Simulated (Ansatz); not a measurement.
C2H9AlS, SMILES `[CH3][AlH-]([CH3])[SH2+]`, 13 atoms. Total charge 0; spin multiplicity 1. All runs use 4 threads of a server CPU on a shared host. Correlated methods freeze the cores.

**Question.** How many basis functions does each run have, and how long does it take in Ansatz? RKS ωB97M-V/def2-QZVPP energy; RKS PBE0-D4/def2-TZVP relaxation (12 steps); RKS PBE0-D4/def2-SVP energy; RKS PBE0-D4/def2-TZVPP energy; RKS ωB97M-V/def2-SVP energy; RKS PBE-D4/def2-TZVPP energy and forces; RKS PBE0-D4/def2-TZVP frequencies; RHF-CCSD(T)/def2-SVP energy; RKS BHLYP-D4/def2-TZVPP energy; RHF-MP2/def2-QZVPP energy; RKS B2PLYP (frozen core)/def2-TZVPP energy; RHF-CCSD(T)/def2-TZVPP energy. (An estimate is asked.)

**Answer.** Computed: Other jobs shared the machine, so times are rough.

```json
{"level": "RKS PBE0-D4/def2-SVP", "job": "energy", "functions": "109", "wall time": "1.2 s", "peak host memory (GiB)": "0.25"}
{"level": "RKS PBE-D4/def2-TZVPP", "job": "energy and forces", "functions": "272", "wall time": "3.2 s", "peak host memory (GiB)": "0.37"}
{"level": "RKS PBE0-D4/def2-TZVPP", "job": "energy", "functions": "272", "wall time": "3.7 s", "peak host memory (GiB)": "0.69"}
{"level": "RKS BHLYP-D4/def2-TZVPP", "job": "energy", "functions": "272", "wall time": "4 s", "peak host memory (GiB)": "0.72"}
{"level": "RHF-CCSD(T)/def2-SVP", "job": "energy", "functions": "109", "wall time": "4.6 s", "peak host memory (GiB)": "0.48"}
{"level": "RKS ωB97M-V/def2-SVP", "job": "energy", "functions": "109", "wall time": "6 s", "peak host memory (GiB)": "0.35"}
{"level": "RKS B2PLYP (frozen core)/def2-TZVPP", "job": "energy", "functions": "272", "wall time": "6.5 s", "peak host memory (GiB)": "0.69"}
{"level": "RKS ωB97M-V/def2-QZVPP", "job": "energy", "functions": "524", "wall time": "28 s", "peak host memory (GiB)": "2.4"}
{"level": "RHF-MP2/def2-QZVPP", "job": "energy", "functions": "524", "wall time": "33 s", "peak host memory (GiB)": "3.4"}
{"level": "RKS PBE0-D4/def2-TZVP", "job": "relaxation (12 steps)", "functions": "190", "wall time": "43 s", "peak host memory (GiB)": "0.49"}
{"level": "RHF-CCSD(T)/def2-TZVPP", "job": "energy", "functions": "272", "wall time": "2.8 min", "peak host memory (GiB)": "6.8"}
{"level": "RKS PBE0-D4/def2-TZVP", "job": "frequencies", "functions": "190", "wall time": "3 min", "peak host memory (GiB)": "0.49"}
```
